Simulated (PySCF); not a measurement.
Compound: aluminum monobromide, AlBr (singlet state).
Z-matrix (Å and degrees, PBE0-D3(BJ)/def2-SVP geometry), rows numbered from 1:
```
Al
Br  1  2.3151
```

Computed with PySCF 2.14.0, PBE0-D3(BJ)/def2-SVP geometry optimisation, gas phase.

Masses are those of the commonest isotopes; rigid-rotor values at the optimised geometry. 

Problem. What are the moment of inertia and the rotational constant?

Solution. I = 107.772 u·Å², B = 505379 MHz·u·Å²/I = 4689 MHz (0.1564 cm⁻¹, or 0.225 K as hB/k). For two atoms I = μr² with μ = 20.1071 u and r = 2.3151 Å.

Problem. List the first levels of a rigid rotor in a Σ state.

Solution. E(J) = BJ(J+1): J = 1: 0.313, J = 2: 0.939, J = 3: 1.877, J = 4: 3.128, J = 5: 4.693, J = 6: 6.570 cm⁻¹.

Problem. Where do the first rotational lines fall?

Solution. The dipole is 1.48 D; J+1 ← J lies at 2B(J+1): 1 ← 0 at 9.38 GHz, 2 ← 1 at 18.76 GHz, 3 ← 2 at 28.14 GHz, 4 ← 3 at 37.51 GHz, 5 ← 4 at 46.89 GHz, 6 ← 5 at 56.27 GHz.

Not checked by PBE0-D3(BJ)/def2-SVP frequencies. These are rigid-rotor constants of the computed structure; measured ground-state constants (B0) also hold zero-point vibration.

Hardware: Arm Neoverse V1, one thread, no GPU, shared host with 32 logical CPUs at a one-minute load of 14. Cost: 2.3 s of wall time, 0.26 GiB resident at most. These figures are those of the optimisation.
